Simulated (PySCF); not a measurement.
Radial density of O⁶⁺ (oxygen, charge +6)

UHF, 1s2, closed-shell 1S. All numbers are calculated (PySCF 2.14, the non-relativistic Hamiltonian (point nucleus), in an even-tempered Gaussian basis (15 s from 2.2 bohr⁻², ratio 2.2; 7 p from 3.6 bohr⁻², ratio 2.4; 4 d from 11 bohr⁻², ratio 2.4; 3 f from 16 bohr⁻², ratio 2.4; 3 g from 24 bohr⁻², ratio 2.4)).

```csv
r (bohr),4πr²ρ (e/bohr)
0.00346,0.04273
0.00583,0.1164
0.00980,0.3091
0.0165,0.7861
0.0277,1.860
0.0466,3.899
0.0784,6.688
0.132,8.224
0.222,5.842
0.373,1.671
0.628,0.1045
1.06,0.0004849
```
